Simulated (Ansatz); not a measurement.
This Ansatz (an electronic-structure program) input (PBE0/aug-cc-pVDZ) gives -81.94070 Eh with 82 basis functions.

Ansatz 0.2 input:
```yaml
crystal:
  periodic: [false, false, false]
  atoms:
    - {symbol: B, position_ang: [-0.77657967, 0.03230627, -0.00413419]}
    - {symbol: N, position_ang: [0.60979542, -0.02536793, 0.00324630]}
    - {symbol: H, position_ang: [-1.39837774, -0.98543134, -0.02544751]}
    - {symbol: H, position_ang: [-1.31189213, 1.09818051, 0.01101914]}
    - {symbol: H, position_ang: [1.19719081, 0.79223349, 0.02089926]}
    - {symbol: H, position_ang: [1.12740949, -0.88893853, -0.00852404]}
basis:
  gaussian:
    orbitals: aug-cc-pVDZ
hamiltonian:
  xc: {name: PBE0}
magnetization: {spin_polarized: false}
```

Change:
```diff
- orbitals: aug-cc-pVDZ
+ orbitals: def2-TZVP
```

Q: What does the run give now?

A: -81.96301 Eh (PBE0/def2-TZVP, 86 functions), a change of -22.31 mEh.
